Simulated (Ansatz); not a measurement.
```yaml
crystal:
  periodic: [false, false, false]
  atoms:
    - {symbol: C, position_ang: [-3.891001, -0.404835, 0.767957]}
    - {symbol: C, position_ang: [-2.794631, -0.046471, -0.233876]}
    - {symbol: C, position_ang: [-1.590916, 0.637664, 0.426917]}
    - {symbol: C, position_ang: [-0.524271, 0.967236, -0.615455]}
    - {symbol: N, position_ang: [0.803402, 1.300539, -0.031933]}
    - {symbol: C, position_ang: [1.343151, 2.536507, -0.195525]}
    - {symbol: C, position_ang: [2.622446, 2.822098, 0.270660]}
    - {symbol: C, position_ang: [3.366340, 1.807048, 0.897197]}
    - {symbol: C, position_ang: [2.790140, 0.541835, 1.057017]}
    - {symbol: C, position_ang: [1.495606, 0.313045, 0.592599]}
    - {symbol: H, position_ang: [-3.506797, -1.100207, 1.542943]}
    - {symbol: H, position_ang: [-4.744647, -0.904283, 0.267456]}
    - {symbol: H, position_ang: [-4.285488, 0.494817, 1.286992]}
    - {symbol: H, position_ang: [-2.426067, -0.966838, -0.736093]}
    - {symbol: H, position_ang: [-3.209154, 0.608959, -1.032975]}
    - {symbol: H, position_ang: [-1.164546, -0.065644, 1.170494]}
    - {symbol: H, position_ang: [-1.900617, 1.558898, 0.969292]}
    - {symbol: H, position_ang: [-0.330771, 0.093304, -1.269727]}
    - {symbol: H, position_ang: [-0.820049, 1.825604, -1.249087]}
    - {symbol: H, position_ang: [0.719020, 3.272261, -0.721150]}
    - {symbol: H, position_ang: [3.032886, 3.830914, 0.124916]}
    - {symbol: H, position_ang: [4.387525, 2.007290, 1.254201]}
    - {symbol: H, position_ang: [3.324441, -0.304648, 1.509180]}
    - {symbol: H, position_ang: [0.984253, -0.657641, 0.693631]}
    - {symbol: F, position_ang: [0.963756, -2.950791, -0.944405]}
    - {symbol: Sb, position_ang: [0.913756, -2.950791, -0.994405]}
    - {symbol: F, position_ang: [-0.649477, -3.172461, -2.118027]}
    - {symbol: F, position_ang: [1.180742, -1.164540, -1.804758]}
    - {symbol: F, position_ang: [0.633229, -4.632403, -0.091036]}
    - {symbol: F, position_ang: [-0.260151, -2.037869, 0.330114]}
    - {symbol: F, position_ang: [2.383925, -2.481371, 0.219680]}
basis:
  gaussian: {orbitals: def2-mTZVP}
hamiltonian: {xc: {name: wB97X}}
accuracy: high
scf: {omitted_lower_state_checks: [starts]}
output: {forces: true}
```

```sh
$ ansatz run in.yaml --threads 2 --pin off --events-out ev --progress --plain --max-ram 32768MiB --backend cuda --devices 0, --max-vram 18GiB
```

Output, abridged:

```
Functional definition: wB97X
8032 factors; integrals over basis functions are off by at most 2.5e-7 eV
1067 factors; integrals over basis functions are off by at most 2.4e-9 eV
mean field evaluation 1: about 3587.0121 eV, gradient 3.5e2 eV
mean field evaluation 2: about 4534.8371 eV, gradient 6.0e2 eV
mean field evaluation 4: about 3531.2421 eV, gradient 1.7e2 eV
mean field evaluation 8: about 3444.3006 eV, gradient 3.1e0 eV
mean field evaluation 16: about 3443.2023 eV, gradient 1.3e-1 eV
mean field evaluation 32: about 3443.2020 eV, gradient 2.2e-5 eV
mean field 3443.20204867 eV, 126.5353414024 hartree, gradient 4.5e-8 eV, S^2 0.000000; 0 other end points of the search recorded, 1 dependent functions left out
reference 3443.20205492 eV, 126.5353416322 hartree; 76, 76 occupied and 305, 305 virtual orbitals, 8032 factors
Total energy: 3443.20205492 eV, 126.5353416322 hartree
Atom 0 at    -3.891001    -0.404835     0.767957 Å, force    -0.239742    -0.101519     0.277290 eV/Å
Atom 1 at    -2.794631    -0.046471    -0.233876 Å, force     0.113710    -0.044838    -0.443196 eV/Å
Atom 2 at    -1.590916     0.637664     0.426917 Å, force     0.122654     0.061851     0.498674 eV/Å
Atom 3 at    -0.524271     0.967236    -0.615455 Å, force    -0.206670    -0.269553    -0.575914 eV/Å
Atom 4 at     0.803402     1.300539    -0.031933 Å, force     0.602143     0.110687     0.319623 eV/Å
Atom 5 at     1.343151     2.536507    -0.195525 Å, force     0.249177    -0.179787     0.112458 eV/Å
Atom 6 at     2.622446     2.822098     0.270660 Å, force    -0.229702    -0.132040    -0.049268 eV/Å
Atom 7 at     3.366340     1.807048     0.897197 Å, force    -0.302868    -0.143418    -0.069334 eV/Å
Atom 8 at     2.790140     0.541835     1.057017 Å, force    -0.081511     0.154355    -0.053179 eV/Å
Atom 9 at     1.495606     0.313045     0.592599 Å, force     0.059091     0.238842    -0.066941 eV/Å
Atom 10 at    -3.506797    -1.100207     1.542943 Å, force    -0.176995     0.363534    -0.416300 eV/Å
Atom 11 at    -4.744647    -0.904283     0.267456 Å, force     0.459978     0.263051     0.242456 eV/Å
Atom 12 at    -4.285488     0.494817     1.286992 Å, force     0.213703    -0.440659    -0.280545 eV/Å
Atom 13 at    -2.426067    -0.966838    -0.736093 Å, force    -0.242462     0.457184     0.273803 eV/Å
Atom 14 at    -3.209154     0.608959    -1.032975 Å, force     0.185763    -0.317217     0.417094 eV/Å
Atom 15 at    -1.164546    -0.065644     1.170494 Å, force    -0.273946     0.367421    -0.351166 eV/Å
Atom 16 at    -1.900617     1.558898     0.969292 Å, force     0.114796    -0.453542    -0.282093 eV/Å
Atom 17 at    -0.330771     0.093304    -1.269727 Å, force    -0.201135     0.601782     0.288342 eV/Å
Atom 18 at    -0.820049     1.825604    -1.249087 Å, force     0.144343    -0.454196     0.316445 eV/Å
Atom 19 at     0.719020     3.272261    -0.721150 Å, force     0.357475    -0.401201     0.306700 eV/Å
Atom 20 at     3.032886     3.830914     0.124916 Å, force    -0.224185    -0.562958     0.077568 eV/Å
Atom 21 at     4.387525     2.007290     1.254201 Å, force    -0.555916    -0.115441    -0.201776 eV/Å
Atom 22 at     3.324441    -0.304648     1.509180 Å, force    -0.283048     0.458571    -0.253685 eV/Å
Atom 23 at     0.984253    -0.657641     0.693631 Å, force     0.344683     0.772372     0.029432 eV/Å
Atom 24 at     0.963756    -2.950791    -0.944405 Å, force 434930.203599   -19.873319 435003.144710 eV/Å
Atom 25 at     0.913756    -2.950791    -0.994405 Å, force -434917.664225    20.070480 -435007.632288 eV/Å
Atom 26 at    -0.649477    -3.172461    -2.118027 Å, force   -11.214799    -2.066246    -4.169055 eV/Å
Atom 27 at     1.180742    -1.164540    -1.804758 Å, force     0.420849     5.434462    -2.981073 eV/Å
Atom 28 at     0.633229    -4.632403    -0.091036 Å, force    -1.602919    -7.760617     3.516734 eV/Å
Atom 29 at    -0.260151    -2.037869     0.330114 Å, force    -4.062831     2.904071     3.721533 eV/Å
Atom 30 at     2.383925    -2.481371     0.219680 Å, force     3.970988     1.057890     4.282951 eV/Å
Dipole moment:     0.908489     2.548157     0.322979 e Å
Checks for a lower state left out: starts
```

(1) What is wrong with this run?

## Answers

(1) One atom was put on top of another. The calculation finished and met its thresholds. The result belongs to that input, not to the species as meant.
